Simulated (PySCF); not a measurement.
Vertical excitations of a molecule C₅H₇F from PySCF with TDDFT-B3LYP/def2-SVPD, as energy in eV (oscillator strength): 5.58 (0.750), 6.12 (0.002), 6.55 (0.005), 6.69 (0.024), 6.86 (0.000), 7.30 (0.018), 7.56 (0.000), 7.75 (0.002), 7.75 (0.003), 8.12 (0.000). Lowest triplet (TDA): 3.16 eV. The structure is a stationary point at PBE0-D3(BJ)/def2-SVP. One conformer was computed; it need not be the lowest.

Q: Which structure fits?
A. C=C(F)/C=C/C
B. C[C@@H]1C=C[C@@H]1F
C. CC1=CC[C@@H]1F
D. C=C=C(F)CC

A: A, C=C(F)/C=C/C
